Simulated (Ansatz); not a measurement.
```yaml
crystal:
  periodic: [false, false, false]
  atoms:
    - {symbol: Si, position_ang: [-0.184874, -0.595718, 1.684635]}
    - {symbol: Si, position_ang: [1.286620, 0.818575, 0.949494]}
    - {symbol: Si, position_ang: [0.462585, 0.703507, -1.225221]}
    - {symbol: Si, position_ang: [-1.150526, -0.842730, -0.419687]}
    - {symbol: H, position_ang: [-2.578612, -0.374734, -0.545303]}
    - {symbol: H, position_ang: [-0.119307, 1.981575, -1.775002]}
    - {symbol: H, position_ang: [2.413174, 1.585848, 1.584510]}
    - {symbol: H, position_ang: [-0.482678, -1.195315, 3.031071]}
    - {symbol: H, position_ang: [-1.053640, -2.218968, -1.028729]}
    - {symbol: H, position_ang: [1.407257, 0.137959, -2.255768]}
basis:
  gaussian: {orbitals: "6-31++G**"}
hamiltonian: {xc: {name: HF}}
correlation: {active_space: {window: {electrons: 2, orbitals: 1}}}
scf: {omitted_lower_state_checks: [starts]}
```

```sh
$ ansatz run in.yaml --threads 4 --pin off --events-out ev --progress --plain --max-ram 3916MiB
```

Output, abridged:

```
Functional definition: HF
  name "HF"
  cite "Fock, Z. Phys. 61, 126 (1930) doi:10.1007/BF01340294"
  parent pbe
  exchange = exact_x
  correlation = 0
these checks for a lower state are left out or cut short: starts
1098 factors; integrals over basis functions are off by at most 1.6e-3 eV
mean field evaluation 1: about -31538.7670 eV, gradient 1.6e1 eV
mean field evaluation 2: about -31538.8458 eV, gradient 1.6e1 eV
mean field evaluation 4: about -31540.6159 eV, gradient 1.6e0 eV
mean field evaluation 8: about -31540.6281 eV, gradient 4.0e-4 eV
mean field -31540.62813907 eV, -1159.0967051050 hartree, gradient 2.5e-6 eV, S^2 0.000000; 0 other end points of the search recorded, 0 dependent functions left out
reference -31540.62813907 eV, -1159.0967051050 hartree; 31, 31 occupied and 97, 97 virtual orbitals, 1098 factors
state -31540.62813906 eV, -1159.0967051050 hartree
Total energy: -31540.62813906 eV, -1159.0967051050 hartree
Checks for a lower state left out: starts
```

Hardware: 4 threads of Arm Neoverse V2 on a shared host. Wall time 1.2 s.

The 6-31G sets use Cartesian d functions. The restricted singlet is unstable towards broken spin symmetry in Hartree–Fock (as tested in another run); at RHF/6-31++G** this wasn't settled.
